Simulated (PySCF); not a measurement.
# Mo(33+) (molybdenum, charge +33) across methods

[He] 2s2 2p5, 2P determinant. All numbers are calculated (PySCF 2.14, scalar relativity by spin-free X2C-1e, in an even-tempered Gaussian basis (20 s from 11 bohr⁻², ratio 2.2; 12 p from 15 bohr⁻², ratio 2.2; 6 d from 64 bohr⁻², ratio 2.4; 5 f from 97 bohr⁻², ratio 2.4; 4 g from 150 bohr⁻², ratio 2.4)).

| method | E (hartree) | mean ε 2s β (eV) | mean ε 2p α (eV) | mean ε 2p β (eV) | Σ⟨r²⟩ (bohr²) | ⟨S²⟩ |
| --- | --- | --- | --- | --- | --- | --- |
| r2SCAN | -3083.32 | -4648.1 | -4402.5 | -4386.7 | 0.1565 | 0.750 |
| M06-2X | -3083.46 | -4680.3 | -4438.1 | -4421.6 | 0.1565 | 0.750 |
| PBE0 | -3082.93 | -4660.4 | -4414.4 | -4398.7 | 0.1566 | 0.750 |
| PBE | -3082.83 | -4637.3 | -4391.7 | -4376.9 | 0.1567 | 0.750 |
| BP86 | -3083.56 | -4638.6 | -4392.6 | -4378.1 | 0.1566 | 0.750 |
| UHF | -3082.83791 | -4728.0 | -4480.8 | -4462.4 | 0.1564 | 0.750 |
| LDA | -3078.42 | -4632.6 | -4389.1 | -4373.1 | 0.1568 | 0.750 |

Spin-orbit coupling, absent here, splits the open shell strongly.
